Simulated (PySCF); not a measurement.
# Working with the constants of AlBr⁻

UHF-CCSD(T) constants of AlBr⁻, ²Π (doublet), unpaired electrons π ↑ (Al def2-TZVPPD, Br def2-TZVPPD; no relativity (PySCF 2.14); masses 26.9815 and 78.9183 u):

| Property | Result |
| --- | --- |
| ωe | 250.7 cm⁻¹ |
| ωexe | 1.58 cm⁻¹ |
| Be | 0.13298 cm⁻¹ |
| αe | 0.00115 cm⁻¹ |
| De to Al + Br⁻ | 1.37 eV |

Task: What force constant and bond length do these constants imply?

Result: Reduced mass μred = 20.107 u; k = 5.8918×10⁻⁷·μred·ωe² (u, cm⁻¹, mdyn/Å) = 0.745 mdyn/Å; Re = √(16.8576/(μred·Be)) (u, cm⁻¹, Å) = 2.511 Å.

Task: Estimate the centrifugal constant D from the Kratzer relation and find the Dunham coefficient a1.

Result: D = 4Be³/ωe² = 1.5e-07 cm⁻¹; a1 = −1 − αeωe/(6Be²) = -3.72.

Correlated steps freeze 14 core orbitals. Spin–orbit coupling is left out. For an ion De counts to the pair picked by the measured ionisation energies or electron affinities, which need not be the lowest pair at this level. The state was picked by a PBE0 search and need not be the measured ground state.
